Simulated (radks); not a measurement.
Values are calculated unless marked as measured or tabulated.
Task: Species: Tb2+. Configuration: [Xe] 4f9. Level of theory: scalar-relativistic Kohn-Sham, PBE, spin-polarised, spherical densities, point nucleus; open shells are filled with parallel spins first (spin-orbit coupling, left out, can overturn this in heavy ions) (a radial shooting solver on a logarithmic mesh with Libxc functionals). Some entries of the table are withheld. Estimate them.

orbital,occ.,eigenvalue (eV),<r^2> (bohr^2),<1/r> (bohr^-1)
1s up,1,-51875.67,0.0006315,73.12
1s down,1,-51875.67,0.0006315,73.12
2s up,1,-8610.342,0.009887,16.97
2s down,1,-8610.306,0.009886,16.97
2p up,3,-7651.933,0.007987,15.81
2p down,3,-7651.908,0.007987,15.81
3s up,1,-1920.824,0.06549,6.236
3s down,1,-1918.977,0.06541,6.241
3p up,3,-1625.309,0.06574,5.853
3p down,3,-1623.469,0.06564,5.858
3d up,5,-1240.325,0.05513,5.553
3d down,5,-1238.919,0.05501,5.557
4s up,1,-392.9447,0.3310,2.627
4s down,1,-388.7199,0.3310,2.627
4p up,3,-295.6868,0.3745,2.411
4p down,3,-291.4962,0.3747,2.410
4d up,5,-162.2607,0.4517,2.124
4d down,5,-158.1123,0.4530,2.121
5s up,1,-62.3217,1.958,(1)
5s down,1,-60.1323,2.006,(2)
5p up,3,-39.3551,(3),0.8410
5p down,3,-37.7594,(4),0.8244
4f up,7,-18.2310,1.033,(5)
4f down,2,-14.6354,1.200,(6)

Result: 
(1) 5s up <1/r> (bohr^-1): 1.004
(2) 5s down <1/r> (bohr^-1): 0.9894
(3) 5p up <r^2> (bohr^2): 2.729
(4) 5p down <r^2> (bohr^2): 2.825
(5) 4f up <1/r> (bohr^-1): 1.526
(6) 4f down <1/r> (bohr^-1): 1.481
